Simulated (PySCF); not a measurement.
**Correlation energy of B⁺ (boron, charge +1)**

[He] 2s2, closed-shell 1S. Calculation: PySCF 2.14, in jorge-DZP-DKH (4s2p1d, 15 functions); the spin-free X2C one-electron Hamiltonian (Gaussian nucleus). Frozen: 1s2; 2 electrons correlated.

Total MP2 correlation energy: -33.21 mhartree.

Same-spin part 0.00 and opposite-spin part -33.21 mhartree; SCS-MP2 scales them by 1/3 and 6/5 to -39.85 mhartree.

With two correlated electrons CCSD is exact within the correlated space (frozen core and kept virtual orbitals).

```csv
level,correlation energy (mhartree)
CCSD,-59.19
```

Diagnostics: T1 = 0.011, D1 = 0.0160, largest double amplitude 0.152.

A double-excitation amplitude exceeds 0.15, a sign of near-degeneracy.

Cost of the coupled-cluster step: 0.06 s of wall time on 1 thread of Neoverse-V1 (shared host), for 2 correlated electrons.

Iterations:

```
CC2 = 0
CCSD nocc = 1, nmo = 14
frozen orbitals [0]
max_cycle = 100
direct = 0
conv_tol = 1e-08
conv_tol_normt = 1e-06
diis_space = 8
diis_start_cycle = 0
Init t2, MP2 energy = -24.2751411705306  E_corr(MP2) -0.0332107244148176
Init E_corr(CCSD) = -0.0332107244148176
cycle = 1  E_corr(CCSD) = -0.0464746824267792  dE = -0.013263958  norm(t1,t2) = 0.0680366
cycle = 2  E_corr(CCSD) = -0.0526675102642294  dE = -0.00619282784  norm(t1,t2) = 0.0355603
cycle = 3  E_corr(CCSD) = -0.0592945061111409  dE = -0.00662699585  norm(t1,t2) = 0.018881
cycle = 4  E_corr(CCSD) = -0.0591550253621976  dE = 0.000139480749  norm(t1,t2) = 0.000435775
cycle = 5  E_corr(CCSD) = -0.059200865103183  dE = -4.5839741e-05  norm(t1,t2) = 0.000102972
cycle = 6  E_corr(CCSD) = -0.0591840854850145  dE = 1.67796182e-05  norm(t1,t2) = 4.11864e-05
cycle = 7  E_corr(CCSD) = -0.0591862039552331  dE = -2.11847022e-06  norm(t1,t2) = 6.27625e-06
cycle = 8  E_corr(CCSD) = -0.0591861081068498  dE = 9.58483832e-08  norm(t1,t2) = 4.0584e-07
cycle = 9  E_corr(CCSD) = -0.0591860840549798  dE = 2.40518701e-08  norm(t1,t2) = 1.37678e-07
cycle = 10  E_corr(CCSD) = -0.0591860574521068  dE = 2.6602873e-08  norm(t1,t2) = 6.77478e-08
cycle = 11  E_corr(CCSD) = -0.0591860614296691  dE = -3.97756229e-09  norm(t1,t2) = 9.9367e-09
CCSD converged
E(CCSD) = -24.30111650754542  E_corr = -0.05918606142966907
```
